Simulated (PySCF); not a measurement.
Molecule: 3-chlorocyclohexene, C₆H₉Cl.

Cartesian coordinates in Å; atom numbers follow the order of the lines, from 1:
```xyz
16

Cl   -2.1654   -0.2218    1.5843
C    -1.4262    0.3428    0.0259
C    -0.4585    1.4288    0.3468
C     0.8544    1.2543    0.3194
C     1.5132   -0.0363   -0.0499
C     0.5336   -1.2042    0.0263
C    -0.7671   -0.8332   -0.6775
H    -2.2720    0.7253   -0.5510
H    -0.8879    2.3763    0.6379
H     1.5145    2.0784    0.5518
H     2.3656   -0.2118    0.6103
H     1.9079    0.0542   -1.0681
H     0.9696   -2.0938   -0.4311
H     0.3168   -1.4311    1.0715
H    -0.5563   -0.5355   -1.7082
H    -1.4499   -1.6835   -0.6998
```

Frames of a GFN2-xTB Langevin trajectory at 200 K; GIAO PBE0/pcSseg-1 shieldings in PySCF, gas phase, non-relativistic; equivalent atoms averaged within each frame.

Chemical shifts δ = σref − σ; HCl for $^{35}$Cl (σ = 949.78 ppm); TMS for $^{13}$C (σ = 186.93 ppm), $^{1}$H (σ = 31.72 ppm), all at this level. The references are static minima.

Task: How do the shifts (ppm) fluctuate along the trajectory?

Result: 
```tsv
time (fs)	Cl1	C4	C3	C2	C7	C5	C6	H10	H9	H8
250	208	137.6	136.3	57.1	32.4	25.5	16.1	6.45	6.00	4.11
425	231	143.2	138.0	56.7	37.2	29.7	26.2	6.01	6.23	5.58
625	211	136.4	139.7	58.1	35.0	28.7	25.8	5.94	6.54	4.91
800	200	132.7	142.3	59.8	30.1	27.4	16.5	5.86	6.52	5.41
1000	280	136.6	131.6	64.7	36.4	29.6	13.8	5.73	6.24	4.44
mean of frames	226	137.3	137.6	59.3	34.2	28.2	19.7	6.00	6.30	4.89
standard deviation	32	3.8	4.0	3.3	2.9	1.8	5.9	0.27	0.22	0.62
```

5 frames give an uncertainty of the mean of about the standard deviation over 2.2 at best, since frames this close in time may not be independent; classical motion lacks zero-point vibration, and the reference would need the same averaging.
